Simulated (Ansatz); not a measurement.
Consider the redistribution: `[CH3][Mo](=[O])([F])=[S]` + `OC(O)N[SiH3]` → `[O]=[Mo]([OH])([F])=[S]` + `CC(O)N[SiH3]`.

Program: Ansatz. Geometries: PBE0-D4/def2-TZVP. ΔE: electronic, gas phase. CCSD(T)/CBS is the MP2 limit (def2-TZVPP, def2-QZVPP) plus CCSD(T) − MP2 in def2-TZVPP, frozen cores. DFT in def2-TZVPP. B3LYP here is the variant with VWN-RPA as its local correlation; programs differ in this. Elements past krypton have def2 core potentials. For Mo outer-core shells are correlated without core-valence functions, which leaves a few kJ/mol of doubt a bond. One conformer a species, not always the lowest.

`[CH3][Mo](=[O])([F])=[S]`:

Z-matrix (Å, degrees):
```
C
Mo 1 2.085
H 1 1.093 2 109.0
H 1 1.090 2 111.8 3 121.3
H 1 1.096 2 106.6 3 -119.3
O 2 1.664 1 104.2 3 -176.5
F 2 1.842 1 110.1 3 60.0
S 2 2.101 1 104.2 3 -62.3
```

`OC(O)N[SiH3]`:

Cartesian coordinates in Å:
```
O -0.136 -1.723 0.810
C -0.480 -0.811 -0.185
O -1.823 -1.070 -0.507
N -0.295 0.519 0.271
Si 1.197 1.377 0.092
H -0.523 -2.573 0.572
H 0.154 -0.956 -1.077
H -2.108 -0.388 -1.123
H -0.845 0.691 1.103
H 1.640 1.188 -1.314
H 2.301 0.937 0.990
H 0.917 2.808 0.369
```

`[O]=[Mo]([OH])([F])=[S]`:

Cartesian coordinates in Å:
```
O -0.012 1.430 -1.026
Mo -0.372 0.077 -0.126
O 1.165 -0.549 0.705
F -1.669 0.485 1.114
S -1.085 -1.414 -1.429
H 1.973 -0.029 0.762
```

`CC(O)N[SiH3]`:

Z-matrix (Å, degrees):
```
C
C 1 1.511
H 1 1.091 2 110.4
H 1 1.090 2 110.2 3 121.0
H 1 1.093 2 109.6 3 -119.1
O 2 1.418 1 106.2 3 55.3
N 2 1.435 1 112.1 3 179.2
H 2 1.101 1 109.4 3 -62.6
H 6 0.961 2 107.9 1 175.5
Si 7 1.718 2 124.9 1 145.7
H 7 1.009 2 113.3 1 -52.4
H 10 1.495 7 114.3 2 65.2
H 10 1.484 7 107.3 2 -174.8
H 10 1.487 7 109.5 2 -54.4
```

```csv
level,ΔE (kJ/mol),difference from CCSD(T)/CBS
PBE-D4,-105.4,-8.0
r2SCAN-D4,-107.3,-9.9
PBE0-D4,-99.0,-1.6
B3LYP-D4,-105.2,-7.8
ωB97X-V,-101.7,-4.3
ωB97M-V,-97.9,-0.5
B2PLYP,-105.8,-8.4
PBE,-104.9,-7.5
r2SCAN,-107.1,-9.7
PBE0,-98.6,-1.2
B3LYP,-104.5,-7.1
HF/def2-TZVPP,-88.2,9.2
MP2/def2-TZVPP,-104.4,-7.0
SCS-MP2/def2-TZVPP,-102.0,-4.6
CCSD/def2-TZVPP,-90.5,6.9
CCSD(T)/def2-TZVPP,-95.1,2.3
HF/def2-QZVPP,-89.7,7.7
MP2/def2-QZVPP,-106.2,-8.8
SCS-MP2/def2-QZVPP,-104.1,-6.7
HF/CBS(def2),-89.9,7.5
MP2/CBS(def2),-106.7,-9.3
CCSD/CBS(def2),-92.8,4.6
CCSD(T)/CBS,-97.4,0
```

Largest T1 diagnostic among the species: 0.025, so the coupled-cluster value is less sure than usual.

From PBE to PBE0 (25 % exact exchange), in def2-TZVPP and without D4, ΔE moves by +6.2 kJ/mol. In def2-TZVPP, CCSD(T) changes the Hartree–Fock value by −6.9 kJ/mol (the triples alone add −4.6 kJ/mol) and MP2 by −16.2 kJ/mol.
